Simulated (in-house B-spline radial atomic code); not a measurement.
Hg⁺. Computed with a B-spline radial atomic code. Model: non-relativistic spherical atom: semilocal Troullier-Martins pseudo-atom, one channel per l, against all electrons, high spin, G0W0 and RPA with empty states to l = 8, local potential for every l without a channel, a model core (radius 0 = none) keeps its share of the functional.

The core holds an angular momentum without a channel of its own, so the local potential lets valence electrons into it.

Without relativity these are model numbers for so heavy an element.

What the tables leave out is listed at the end.

The pseudopotential gives back the lowest level of each angular momentum of its own functional in the configuration it was made in; a second state of the same l is only approximately right. Exact exchange, RPA and GW see the smooth pseudo-orbitals and miss the exchange with the core, for which the functional's share stands in. The column with an uncorrelated core keeps all orbitals and exact exchange, and so separates missing core correlation from pseudisation. Only the three outermost levels and the lowest empty one were computed. RPA here is direct RPA, with no exchange kernel, and its energies carry an (l + 1/2)⁻⁴ tail. A hybrid on a potential with a model core restores only its own semilocal share of the core's exchange.

Command:
```bash
python run_psgw.py task.json out
```
Settings (lengths in bohr, energies in hartree):
```
Z                      80
electrons              79
configuration          [Xe] 4f14 5d10 6s1
generated_in           [Xe] 4f14 5d10 6s2
functional             lda,vwn
core_shells            11
radius_factor          0.9
core_correction        False
ion_configuration      [Xe] 4f14 5d10
```

Run time, properties included: 110 s on 1 thread of Arm Neoverse N1, on a shared host.

Given: made with LDA VWN5; model core radius 0 bohr; local radius 1.08 bohr; mean-field start LDA VWN5.

Valence shells of the generating configuration: 5p, 5d, 6s.

Channel: s 2.254, p 0.873, d 1.036 (radii in bohr).

Computed: largest level miss in the spin-unpolarised generating configuration 0.001 eV; valence RPA correlation energy pseudo -1.2957 hartree; pseudo-atom RPA polarisability 21.13 bohr³; ionisation by mean-field all-electron 16.566 eV; ionisation by mean-field pseudo minus all 0.019 eV; ionisation by RPA all-electron 16.357 eV; ionisation by RPA pseudo minus all 1.175 eV.

```csv
level,occupied,mean-field all-electron (eV),mean-field pseudo minus all (eV),G0W0 all-electron (eV),G0W0 uncorrelated core minus all (eV),G0W0 pseudo minus all (eV),exchange self-energy all-electron (eV),exchange self-energy pseudo (eV)
6s up,1,-12.913,-0.01,-16.496,0.036,-1.007,-12.764,-12.932
5d down,1,-20.46,0.035,-26.458,0.112,0.495,-36.008,-28.443
6s down (empty),0,-12.155,-0.005,-8.7988,0.034,-1.004,-4.0149,-4.2199
```

Q: What is the valence RPA correlation energy all-electron orbitals?

A: -0.96992 hartree.

Q: What is the all-electron RPA polarisability, core included?

A: 21.114 bohr³.

Given: mean-field start PBE0.

Computed: valence RPA correlation energy all-electron orbitals -0.91852 hartree; valence RPA correlation energy pseudo -1.2335 hartree; all-electron RPA polarisability, core included 19.588 bohr³; ionisation by mean-field all-electron 15.881 eV; ionisation by mean-field pseudo minus all 0.517 eV; ionisation by RPA pseudo minus all 1.265 eV.

| level | occupied | mean-field all-electron (eV) | mean-field pseudo minus all (eV) | G0W0 all-electron (eV) | G0W0 uncorrelated core minus all (eV) | G0W0 pseudo minus all (eV) | exchange self-energy all-electron (eV) | exchange self-energy pseudo (eV) |
| --- | --- | --- | --- | --- | --- | --- | --- | --- |
| 6s up | 1 | -13.246 | -0.439 | -16.297 | 0.037 | -1.133 | -12.397 | -13.288 |
| 5d down | 1 | -22.222 | 0.248 | -26.674 | 0.122 | 0.707 | -36.229 | -28.682 |
| 6s down (empty) | 0 | -10.489 | -0.383 | -8.5669 | 0.034 | -0.903 | -3.6131 | -4.2573 |

Q: What is the ionisation by RPA all-electron?

A: 16.213 eV.

Q: What is the pseudo-atom RPA polarisability?

A: 18.07 bohr³.

Given: mean-field start Hartree-Fock.

Computed: valence RPA correlation energy all-electron orbitals -0.80126 hartree; valence RPA correlation energy pseudo -1.0848 hartree; all-electron RPA polarisability, core included 16.308 bohr³; pseudo-atom RPA polarisability 12.056 bohr³; ionisation by RPA all-electron 15.855 eV; ionisation by RPA pseudo minus all 1.403 eV.

```
          level  occupied  mean-field all-electron (eV)  mean-field pseudo minus all (eV)  G0W0 all-electron (eV)  G0W0 uncorrelated core minus all (eV)  G0W0 pseudo minus all (eV)  exchange self-energy all-electron (eV)  exchange self-energy pseudo (eV)
          6s up         1                       -14.592                            -2.184                 -15.942                                  0.036                      -1.489                                  -11.49                             -14.8
        5d down         1                        -27.28                             1.282                 -27.258                                  0.137                       1.031                                 -36.504                           -28.821
          5d up         ?                             ?                                 ?                       ?                                      ?                           ?                                       ?                                 ?
6s down (empty)         0                       -6.5876                            -1.167                 -8.1086                                  0.026                      -0.812                                 -2.3685                           -4.1711
```

Q: What belongs in the row 5d up?

A: occupied: 1; mean-field all-electron (eV): -27.444; mean-field pseudo minus all (eV): 0.941; G0W0 all-electron (eV): -27.409; G0W0 uncorrelated core minus all (eV): 0.133; G0W0 pseudo minus all (eV): 0.793; exchange self-energy all-electron (eV): -36.329; exchange self-energy pseudo (eV): -29.076.

Q: What is the ionisation by mean-field pseudo minus all?

A: 2.081 eV.

Q: What is the ionisation by mean-field all-electron?

A: 14.462 eV.

Among the listed levels the largest G0W0 shift of the pseudo-atom is -1.49 eV, for 6s up on the Hartree-Fock start, while leaving the core uncorrelated moves that level by +0.04 eV. So pseudisation and the lost core exchange, not the missing core correlation, make the error. Not in the tables (levels of low weight, unsolved or above zero; the highest and the empty levels are kept at any weight): on LDA the G0W0 levels 5d up (pseudo minus all +0.53 eV, weights 0.46 and 0.78); on PBE0 the G0W0 levels 5d up (pseudo minus all +0.49 eV, weights 0.74 and 0.76).
